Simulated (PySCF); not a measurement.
SMILES C[CH](C)[ZnH] (C3H8Zn), CAM-B3LYP/def2-SVP optimised geometry.

```
12

Zn     1.05     0.44     0.00
H      2.60     0.44     0.00
C     -0.91     0.46     0.00
C     -1.50     0.10     1.37
C     -1.50    -0.44    -1.10
H     -1.19     1.50    -0.23
H     -2.60     0.16     1.36
H     -1.24    -0.92     1.67
H     -1.14     0.78     2.16
H     -1.14    -0.16    -2.11
H     -2.60    -0.38    -1.12
H     -1.24    -1.50    -0.95
```

Density from CAM-B3LYP/def2-TZVP (PySCF 2.14.0) at that geometry.

Minimum of the electron density along straight lines between bonded atoms, close to the bond critical point (lines longer than 1.1 times the sum of covalent radii, or with two minima, are not listed):

```csv
bond,length / Å,ρ at the minimum / e bohr⁻³,∇²ρ there / e bohr⁻⁵,position (fraction from the first atom)
Zn1–H2,1.546,0.114,___,0.62
Zn1–C3,1.963,0.114,___,0.49
C3–C4,1.531,0.243,-0.59,0.49
C3–C5,1.531,0.243,-0.59,0.49
C3–H6,1.106,0.268,-0.88,0.64
C4–H7,1.106,0.269,-0.90,0.64
C4–H8,1.103,0.271,-0.91,0.64
C4–H9,1.102,0.272,-0.92,0.64
C5–H10,1.102,0.272,-0.92,0.64
C5–H11,1.106,0.269,-0.90,0.64
C5–H12,1.103,0.271,-0.91,0.64
```

**Question.** Complete the blanks.

**Answer.** 
- Zn1–H2, ∇²ρ there / e bohr⁻⁵: 0.14
- Zn1–C3, ∇²ρ there / e bohr⁻⁵: 0.21
